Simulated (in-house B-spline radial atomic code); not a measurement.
**PBEsol excitations of the aluminium ion Al⁺**

Method: PBEsol. Computed with a B-spline radial code for spherical atoms: linear response of the closed shell [Ne] 3s2 with the functional's adiabatic kernel; scalar-relativistic (spin-free one-electron X2C), finite nucleus, no spin-orbit coupling, no double excitations, S, P, D and F terms only.

Command:
```bash
python run_td.py task.json out
```
Settings (radii: box in bohr, nucleus in fm):
```
Z                        13
electrons                12
configuration            [Ne] 3s2
hamiltonian              x2c
method                   pbesol
box_radius               41.61
rms_radius               3.061
intervals                76
```

Time taken, with all properties: 0.3 s on 1 thread of Intel(R) Xeon(R) Platinum 8488C (Sapphire Rapids), with other jobs on the host.

The lowest states, in the order of their Tamm-Dancoff energies; the method's threshold (minus the highest occupied level) is 14.773 eV. Labels give the largest channel, * marks a mixed state, and oscillator strengths are full-response dipole values. Measured ¹D terms are left out, since they can mix with doubly excited terms. Semilocal kernels can invert the small singlet-triplet splittings of Rydberg terms. Energies in eV:

```json
{"state": "3s → 3p 3P", "full response": "4.234", "Tamm-Dancoff": "4.450", "oscillator strength": "-", "measured (J-weighted term)": "4.651"}
{"state": "3s → 3p 1P", "full response": "7.400", "Tamm-Dancoff": "7.734", "oscillator strength": "1.75", "measured (J-weighted term)": "7.421"}
{"state": "3s → 4s 3S", "full response": "10.784", "Tamm-Dancoff": "10.792", "oscillator strength": "-", "measured (J-weighted term)": "11.317"}
{"state": "3s → 3d 3D", "full response": "?", "Tamm-Dancoff": "?", "oscillator strength": "-", "measured (J-weighted term)": "?"}
{"state": "3s → 4s 1S", "full response": "?", "Tamm-Dancoff": "?", "oscillator strength": "-", "measured (J-weighted term)": "?"}
{"state": "3s → 3d 1D", "full response": "11.535", "Tamm-Dancoff": "11.541", "oscillator strength": "-", "measured (J-weighted term)": "-"}
{"state": "3s → 4p 3P", "full response": "12.101", "Tamm-Dancoff": "12.111", "oscillator strength": "-", "measured (J-weighted term)": "13.075"}
{"state": "3s → 4p 1P", "full response": "12.356", "Tamm-Dancoff": "12.391", "oscillator strength": "0.00534", "measured (J-weighted term)": "13.257"}
{"state": "3s → 5s 3S", "full response": "13.239", "Tamm-Dancoff": "13.240", "oscillator strength": "-", "measured (J-weighted term)": "14.890"}
{"state": "3s → 5s 1S", "full response": "13.326", "Tamm-Dancoff": "13.329", "oscillator strength": "-", "measured (J-weighted term)": "15.048"}
```

Task: Where does 3s → 3d 3D lie?

Result: At 10.841 eV in full response, 10.902 eV in Tamm-Dancoff; measured 11.847 eV.

Task: Where does 3s → 4s 1S lie?

Result: At 11.244 eV in full response, 11.258 eV in Tamm-Dancoff; measured 11.822 eV.

Task: How large is the singlet-triplet splitting of 3s → 3p (P terms) in Tamm-Dancoff?

Result: 3.28 eV, from the unrounded values.

Task: What polarisabilities and dispersion coefficient does the method give?

Result: Dipole 24.09 bohr³, quadrupole 129.3 bohr⁵, C6 121.9 hartree·bohr⁶ for two such species.
